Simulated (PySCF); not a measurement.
Simulated C 1s region for `C=C(C)[SiH3]`, binding energy against the vacuum level.

Every computed line was given a Gaussian of 0.6 eV full width at half maximum and an area set by the number of equivalent atoms; the highest printed point is 100. Computed with PySCF, delta-SCF UKS SCAN, pcX-2 on the ionised atom, pcseg-1 elsewhere, spin-free X2C.

binding energy (eV), intensity and a bar:
```
    289.3          0 
    289.4          1 
    289.5          3 #
    289.6          7 ##
    289.7         16 #####
    289.8         31 #########
    289.9         51 ###############
    290.0         74 ######################
    290.1         92 ############################
    290.2        100 ##############################
    290.3         95 #############################
    290.4         83 #########################
    290.5         69 #####################
    290.6         60 ##################
    290.7         57 #################
    290.8         56 #################
    290.9         52 ###############
    291.0         43 #############
    291.1         31 #########
    291.2         20 ######
    291.3         11 ###
    291.4          5 #
    291.5          2 #
    291.6          1 
    291.7          0
```

Problem. How many maxima does the curve show, and how many computed lines lie under it?

Solution. The curve has 1 maximum (at 290.2 eV). Under it lie 3 lines from 3 inequivalent carbon sites. At this width some lines have no maximum of their own.

Problem. Decompose the envelope and assign each component. Numbering: `[CH2:1]=[C:2]([CH3:3])[SiH3:4]`.

Solution. 
| position (eV) | relative area | line | atoms | environment |
| --- | --- | --- | --- | --- |
| 290.15 | 1 | C 1s | C1 | terminal =CH2 carbon |
| 290.25 | 1 | C 1s | C2 | fully substituted alkene carbon |
| 290.85 | 1 | C 1s | C3 | allylic carbon |

Problem. What are the centre and the root-mean-square width of the whole band?

Solution. The area-weighted mean of the lines is 290.42 eV. Their own spread about it is 0.31 eV (rms) and each Gaussian has σ = 0.6/2.355 = 0.25 eV; the variances add, which gives 0.40 eV.

Lowest listed C 1s: C1, bonded to C (double bond) and 2 H. Highest, 0.70 eV above it: C3, bonded to C and 3 H.

The curve has no shake-up lines and no vibrational structure. Isolated species at its PBE0-D3(BJ)/def2-SVP geometry, gas phase.
